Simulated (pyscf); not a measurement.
# O=V(F)(Cl)–Cl, singlet

Gas-phase minimum from PySCF at ωB97X-D3(BJ)/def2-SVP, one conformer. 

```xyz
5

O      0.9414     0.8979    -0.5904
V      0.7273    -0.3288     0.2831
F      1.1045     0.0899     1.8833
Cl    -1.3112    -0.9103     0.1027
Cl     2.0125    -1.8695    -0.4243
```

Bonds (Å): O1–V2 1.521, V2–F3 1.697, V2–Cl4 2.127, V2–Cl5 2.127. Angles (°): O1–V2–F3 108.1, O1–V2–Cl4 107.9, O1–V2–Cl5 107.9, F3–V2–Cl4 111.1, F3–V2–Cl5 111.0, Cl4–V2–Cl5 110.7.

Properties at ωB97X-D3(BJ)/def2-SVP:

```
Property                                                                                                                                                          Result
---------------------------------------------------------------------------------------------------------------------  -------------------------------------------------
Harmonic wavenumbers, unscaled                                                                                         134, 181, 202, 271, 309, 465, 529, 826, 1231 cm⁻¹
Zero-point energy                                                                                                                                           5.9 kcal/mol
Rotational symmetry number                                                                                                                                             1
Entropy of this conformer at 298 K and 1 atm, rigid rotor and harmonic oscillator, modes under 100 cm⁻¹ raised to 100                                    339.0 J/(mol K)
Dipole moment                                                                                                                                                     0.21 D
```

Single-point totals, which compare only within one level:

```csv
level,total energy (hartree)
ωB97X-D3(BJ)/def2-TZVP,-2039.75380
PBE/def2-TZVP,-2039.05931
r²SCAN/def2-TZVP,-2039.65058
B3LYP-D3(BJ)/def2-TZVP,-2039.83569
PBE0-D3(BJ)/def2-TZVP,-2039.08912
M06-2X/def2-TZVP,-2039.58516
ωB97M-D3(BJ)/def2-TZVP,-2039.91580
```
